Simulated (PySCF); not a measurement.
Molecule: Si(Me)2(Et)(Vi), SMILES C=C[Si](C)(C)CC (C₆H₁₄Si). Atoms near the plane z = 1.0 Å, at the GFN2-xTB optimised geometry (x, y, z in Å): Si3 (-0.9, -0.7, 0.0), C4 (-1.6, -1.6, 1.5), C5 (-1.6, 1.1, 0.0), C6 (1.0, -0.7, 0.0), C7 (1.6, 0.0, 1.2), H11 (-2.7, -1.7, 1.5), H13 (-1.2, -2.6, 1.6), H14 (-1.3, 1.7, 0.9), H15 (-2.7, 1.1, -0.1), H17 (1.3, -1.7, 0.0), H19 (1.3, 1.1, 1.3), H20 (2.7, 0.0, 1.2), H21 (1.3, -0.5, 2.1).

Calculation: B3LYP/def2-SVP (PySCF). Cells within 0.4 Å of a nucleus heavier than hydrogen are left out (blank, or x). The values are rescaled to run from 0 to 1.

```
|111111111111111111111111111|
|111111111111111111111111111|
|111111111111111111111111111|
|111111111111111111111111111|
|111111111111111111111111111|
|111111111111111111111111111|
|111111111111111111111111111|
|111111111001111111111111111|
|111111111210111111111111111|
|111111101541111000111111111|
|111111001331010133101111111|
|111111000110000167211111111|
|111111100000000036343011111|
|11111110000000003xx96001111|
|111111100100000144242011111|
|111111001331000010001111111|
|111111112663000000001111111|
|111110232552000000011111111|
|111110120121000001111111111|
|111111100121011111111111111|
|111111100111111111111111111|
|111111111101111111111111111|
|111111111111111111111111111|
|111111111111111111111111111|
|111111111111111111111111111|
|111111111111111111111111111|
|111111111111111111111111111|
```
Scale: ten equal steps from 0.000 (start of '0') to 1.00 (end of '9'), in the order '0123456789'; x runs from -5.00 to 5.00, y from -5.00 (bottom) to 5.00 (top).

Task: Which quantity is mapped?
A. an orbital amplitude
B. electrostatic potential
C. deformation density (molecule minus spherical neutral atoms)
D. Laplacian of the electron density

Result: C, deformation density (molecule minus spherical neutral atoms). In full: deformation density (molecule minus spherical neutral atoms) (e/bohr³).
